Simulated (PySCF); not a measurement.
Compound: C₅H₅F₃Si.
Geometry (GFN2-xTB, Å), atoms numbered from 1 in this order:
```xyz
14
C5H5F3Si angstrom
C     -1.970   -0.635   -0.441
C     -0.562   -0.266   -0.136
C      0.454   -1.135   -0.032
C      1.753   -0.547    0.275
F      2.797   -1.380    0.387
C      1.848    0.779    0.428
Si     0.131    1.470    0.174
F     -0.071    2.522   -1.015
F     -0.528    2.271    1.394
H     -2.077   -1.710   -0.571
H     -2.624   -0.306    0.366
H     -2.298   -0.131   -1.348
H      0.373   -2.203   -0.157
H      2.775    1.272    0.653
```

Level of theory: PySCF 2.14.0, density-fitted response routines, TDDFT PBE0/def2-SVPD, vertical, gas phase, core orbitals frozen in the response.

Transition dipole moments from the ground state, in atomic units and in the frame of the coordinates above (overall signs are arbitrary), for the states with f of 0.002 or more among the lowest 5:

| state | E (eV) | μx | μy | μz |
| --- | --- | --- | --- | --- |
| S1 | 3.871 | 0.717 | 0.320 | 0.169 |
| S3 | 6.215 | -0.028 | -0.015 | 0.151 |
| S4 | 6.473 | -0.544 | 0.329 | -0.069 |
| S5 | 6.857 | -0.022 | -0.012 | 0.117 |

Q: Work out the oscillator strengths.

A: f = (2/3) ΔE |μ|² with ΔE in hartree (27.2114 eV).

```json
{"state": "S1", "|μ|² (au)": "0.645", "|μ| (D)": "2.04", "f": "0.061"}
{"state": "S3", "|μ|² (au)": "0.024", "|μ| (D)": "0.39", "f": "0.004"}
{"state": "S4", "|μ|² (au)": "0.409", "|μ| (D)": "1.63", "f": "0.065"}
{"state": "S5", "|μ|² (au)": "0.014", "|μ| (D)": "0.31", "f": "0.002"}
```

Q: What is the point group, and which symmetry does each of these states have?

A: Cs. Polarised normal to the mirror plane, so A″: S3 and S5. Polarised in the mirror plane, so A′: S1 and S4.

Q: What angle do the transition dipoles of S1 and S4 make?

A: |cos θ| = |μa·μb| / (|μa| |μb|) = 0.58, so θ ≈ 55° (taken between 0 and 90°, since the signs are arbitrary).

Q: What peak molar absorption coefficient would the strongest computed level give as a lone Gaussian band 0.4 eV wide at half height?

A: ε(max) = 2.175×10⁸ f / FWHM, with the width in cm⁻¹. S4: 2.175×10⁸ × 0.0649 / 3226 ≈ 4400 L mol⁻¹ cm⁻¹.

Hardware: one thread, Arm Neoverse N1 (aarch64), shared host with 64 logical CPUs at a one-minute load of 60. Cost: 83 s, 0.95 GiB resident at most.
